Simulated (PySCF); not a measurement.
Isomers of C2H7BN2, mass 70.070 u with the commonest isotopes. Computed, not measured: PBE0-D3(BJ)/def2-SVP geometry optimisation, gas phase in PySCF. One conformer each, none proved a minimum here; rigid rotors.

Question: Order these by out-of-plane moment Σ m c² = (Ia + Ib − Ic)/2, smallest first.
A. `[CH3:1][C:2]#[N+:3][BH2-:4][NH2:5]` with N3–B4–N5–H 76° and -76°
B. `[CH3:1][NH2+:2][BH2-:3][C:4]#[N:5]` with C1–N2–B3–C4 -62°
C. `C=CB(N)N`

Answer: C (1.93 u·Å²), A (5.17 u·Å²), B (9.81 u·Å²).

Question: Order these by radius of gyration √(Σ m r²/M), smallest first.
A. `C=CB(N)N`
B. `[CH3:1][C:2]#[N+:3][BH2-:4][NH2:5]` with N3–B4–N5–H 76° and -76°
C. `[CH3:1][NH2+:2][BH2-:3][C:4]#[N:5]` with C1–N2–B3–C4 -62°

Answer: A (1.663 Å), C (1.702 Å), B (1.990 Å).

Question: Order these by rotational constant B, largest first.
A. `[CH3:1][NH2+:2][BH2-:3][C:4]#[N:5]` with C1–N2–B3–C4 -62°
B. `C=CB(N)N`
C. `[CH3:1][C:2]#[N+:3][BH2-:4][NH2:5]` with N3–B4–N5–H 76° and -76°

Answer: B (3738 MHz), A (3179 MHz), C (1963 MHz).

```csv
SMILES,point group,Ia (u·Å²),Ib (u·Å²),Ic (u·Å²),κ,μa (D),μb (D),μc (D)
C=CB(N)N,C1,60.50,135.19,191.83,-0.61,1.38,0.41,0.13
CC#[N+][BH2-]N,–,25.21,257.51,272.38,-0.99,6.82,2.76,0.01
C[NH2+][BH2-]C#N,C1,53.81,158.98,193.17,-0.83,7.28,0.45,1.58
```
